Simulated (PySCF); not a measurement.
# Radial density of Br²³⁺ (bromine, charge +23)

B3LYP, [Ne] 3s2, closed-shell 1S. All numbers are calculated (PySCF 2.14, the spin-free X2C one-electron Hamiltonian (Gaussian nucleus), in an uncontracted even-tempered set (18 s from 2.7 bohr⁻², ratio 2.5; 11 p from 3.5 bohr⁻², ratio 2.5; 5 d from 13 bohr⁻², ratio 2.7; 4 f from 20 bohr⁻², ratio 2.7)).

```csv
r (bohr),4πr²ρ (e/bohr)
0.000915,0.5035
0.00154,1.239
0.00259,2.975
0.00435,6.826
0.00732,14.50
0.0123,26.96
0.0207,40.11
0.0348,42.28
0.0586,33.77
0.0986,42.18
0.166,43.57
0.279,13.03
0.469,5.949
0.789,0.6652
1.33,0.002514
```

Densities and radii are taken from the X2C orbitals without a picture-change correction, which distorts them close to the nucleus.
